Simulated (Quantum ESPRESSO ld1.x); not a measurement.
Species: Mn III. Configuration: [Ar] 3d5 (the NIST ground configuration). Method: scalar-relativistic Kohn-Sham, PBE, spin-unpolarised, spherical densities, point nucleus; computed with ld1.x of Quantum ESPRESSO 7.5.

Normalised radial functions P(r) = r R(r), r in bohr:

```
   r/bohr * 3s, o 4s (the largest magnitude, 1.2, reaches the edge; | marks zero, & curves that meet)
 0.004504                             |o *
 0.005911                             |o *
 0.007759                             |o  *
  0.01018                             | o  *
  0.01337                             | o   *
  0.01741                             | o    *
  0.02285                             |  o    *
  0.02999                             |  o    *
  0.03937                             | o     *
  0.05167                             | o   *
  0.06782                             |o *
  0.08831                           *o|
   0.1159                     *    o  |
   0.1522                *        o   |
   0.1997               *        o    |
   0.2621                   *      o  |
   0.3413                             &
    0.448                             |    o       *
   0.5881                             |      o                *
   0.7719                             |     o                    *
    1.013                             |o                    *
    1.319                      o      |            *
    1.732                o            |     *
    2.273             o               | *
    2.984                o            *
    3.916                     o       *
    5.099                          o  *
    6.693                            o*
    8.786                             &
```

3s: eigenvalue -103.70 eV, 2 radial nodes at r = 0.0795, 0.343 bohr, <r> = 0.852 bohr, 90 % of the charge inside 1.28 bohr. 4s (empty): eigenvalue -19.436 eV, 3 radial nodes at r = 0.0792, 0.334, 1.04 bohr, <r> = 2.59 bohr, 90 % of the charge inside 3.80 bohr.
